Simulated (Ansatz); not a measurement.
`F[Si](F)(Cl)Cl` + `O[SiH2]OBF` → `O[SiH2]O[Si](F)(Cl)Cl` + `FBF`  (redistribution)

Gas-phase electronic energies from Ansatz, PBE0-D4/def2-TZVP geometries. CCSD(T)/CBS is the MP2 limit (def2-TZVPP, def2-QZVPP) plus CCSD(T) − MP2 in def2-TZVPP, frozen cores. This one scheme is used for every species. Functionals use def2-TZVPP. B3LYP here is the variant with VWN-RPA as its local correlation; programs differ in this. Each species was taken in one conformer, which may not be the lowest.

Question: Is it downhill or uphill in electronic energy at CCSD(T)/CBS, and by how much? (An estimate is asked.)

Answer: Ansatz gave: Nearly level: ΔE = -1.4 kJ/mol.

Question: What do these levels give: PBE-D4, r2SCAN-D4, B3LYP, SCS-MP2/def2-TZVPP, HF/def2-QZVPP, MP2/def2-QZVPP? (An estimate is asked.)

Answer: The calculation gave: PBE-D4 -0.4, r2SCAN-D4 0.7, B3LYP 3.5, SCS-MP2/def2-TZVPP -2.5, HF/def2-QZVPP -2.5, MP2/def2-QZVPP -2.3 kJ/mol.

Largest T1 diagnostic among the species: 0.013.

The D4 term adds −8.0 kJ/mol with B3LYP and −4.9 kJ/mol with PBE0; it sums over pairs of atoms, weighted by their polarisabilities, and B3LYP, whose exchange is more repulsive, gets the larger term.
